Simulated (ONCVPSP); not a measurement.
V (Z = 23): one change to an ONCV potential, before and after

| Property | Result |
| --- | --- |
| Element | vanadium (V) |
| Generator | ONCVPSP 4.0.1 |
| Type | optimised norm-conserving Vanderbilt (ONCV) |
| Functional | PBE |
| Relativity | fully relativistic |
| Frozen core | [Ne] |
| Valence charge | 13 |
| Reference configuration | 3s2 3p6 3d3 (charge +2) |
| Partial waves | 3s: rc 1.50 bohr, ncon 5, nbas 8, qcut 10.3 1/bohr, 2 projectors, debl 3.2 Ha; 3p: rc 1.50 bohr, ncon 4, nbas 8, qcut 8.2 1/bohr, 2 projectors, debl 1.3 Ha; 3d: rc 2.30 bohr, ncon 5, nbas 10, qcut 6.3 1/bohr, 2 projectors, debl 2.8 Ha |
| Local potential | polynomial inside 1.15 bohr (lpopt 5, dvloc0 0 Ha) |
| Core correction | Teter function, fcfact 4, rcfact 1.05 |

Open shells are filled in proportion to 2j + 1.

In the p channel the program set the typed energies aside and used -2.216, 0.250 Ha (j = l + 1/2; the other j can differ).

Change: d: qcut 8.5.

Cutoffs: the cutoffs (Ha) at which the residual kinetic energy of the hardest occupied pseudo-wave falls to 1 and 0.1 mHa per electron; they do not see the model core or the augmentation charge, which bear on the density cutoff. Errors are all-electron minus pseudo energies relative to the spin-unpolarised reference configuration.

Task: How do hardness, ghosts and transferability respond?

Result: The potential gets neither clearly harder nor softer (35 Ha and 41 Ha → 35 Ha and 41 Ha); the s channel sets the loose cutoff, while the largest relative change is in d, which becomes harder; of the 4 tests that both files solve, the error grows in 1 and shrinks in 3 by more than 15 % and 0.3 meV (median size 2.5 → 1.3 meV); neither file shows a bound ghost.

```tsv
quantity	base	changed
cutoff, loose	35 Ha	35 Ha
cutoff, tight	41 Ha	41 Ha
loose cutoff by channel	s 35 Ha, p 23 Ha, d 18 Ha	s 35 Ha, p 23 Ha, d 24 Ha
bound ghosts	none	none
GHOST(+) flags under 300 eV	none	none
error for 3s2 3p6 3d3 4s2, meV [ΔE -22.03 eV]	-2.2	+2.6
error for 3s2 3p6 3d3 4s1, meV [ΔE -14.30 eV]	-2.8	-0.1
error for 3s2 3p6 3d2, meV [ΔE 28.90 eV]	+288	+172
error for 3s2 3p6 3d3 4p1, meV [ΔE -10.19 eV]	-0.7	0.0
s: phases at 1.52 bohr within 0.05 rad from the reference energy up to (Ha; the scan ends near 5)	to the end of the scan	to the end of the scan
p3/2: phases at 1.52 bohr within 0.05 rad from the reference energy up to (Ha; the scan ends near 5)	to the end of the scan	to the end of the scan
p1/2: phases at 1.52 bohr within 0.05 rad from the reference energy up to (Ha; the scan ends near 5)	to the end of the scan	to the end of the scan
d5/2: phases at 2.33 bohr within 0.05 rad from the reference energy up to (Ha; the scan ends near 5)	3.8	3.9
d3/2: phases at 2.33 bohr within 0.05 rad from the reference energy up to (Ha; the scan ends near 5)	3.8	3.9
rms error of d²Exc/dni dnj with the model core, mHa	8.97	9.07
```
